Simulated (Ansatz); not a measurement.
B(H)(OMe)(SMe) (C2H7BOS), SMILES COBSC. Atoms are numbered in the order given.

```xyz
12

B     -0.3860    -0.2292     0.7707
H     -1.0045    -0.4996     1.7743
O      0.9226    -0.5288     0.6288
C      1.6799    -1.1785     1.6301
H      1.0705    -1.4037     2.5212
H      2.0873    -2.1197     1.2272
H      2.5234    -0.5343     1.9262
S     -1.2843     0.6013    -0.5511
C      0.0075     0.8089    -1.8349
H      0.8373     1.4182    -1.4530
H     -0.4600     1.3171    -2.6885
H      0.3949    -0.1675    -2.1547
```

Coordinates come from a B3LYP-D3(BJ)/def2-SVP optimisation. The structure was generated by enumeration, and PubChem lists no compound with its InChIKey, so it may never have been made. The values are those of a single conformer.

Two levels are set side by side: PBE-D3(BJ)/def2-SVP (Ansatz, an electronic-structure program) and B3LYP-D3(BJ)/def2-SVP (Ansatz). Each level has its own optimised geometry; the coordinates shown are those of the second. Differences are taken from unrounded values.

```
quantity              B3LYP-D3(BJ)  PBE-D3(BJ)  PBE-D3(BJ) minus B3LYP-D3(BJ)
--------------------  ------------  ----------  -----------------------------
mean bond length (Å)         1.292       1.298                          0.007
bond B1–O3 (Å)               1.350       1.360                          0.010
bond B1–S8 (Å)               1.801       1.802                          0.001
bond O3–C4 (Å)               1.414       1.419                          0.005
bond S8–C9 (Å)               1.833       1.833                          0.000
bond B1–H2 (Å)               1.209       1.220                          0.011
bond C4–H5 (Å)               1.103       1.111                          0.008
bond C4–H6 (Å)               1.102       1.110                          0.008
bond C4–H7 (Å)               1.102       1.110                          0.008
bond C9–H10 (Å)              1.098       1.106                          0.008
bond C9–H11 (Å)              1.098       1.106                          0.008
bond C9–H12 (Å)              1.098       1.106                          0.008
```

Exact exchange shortens and stiffens bonds; PBE has none. Differences between two approximate levels are no errors against the true value.
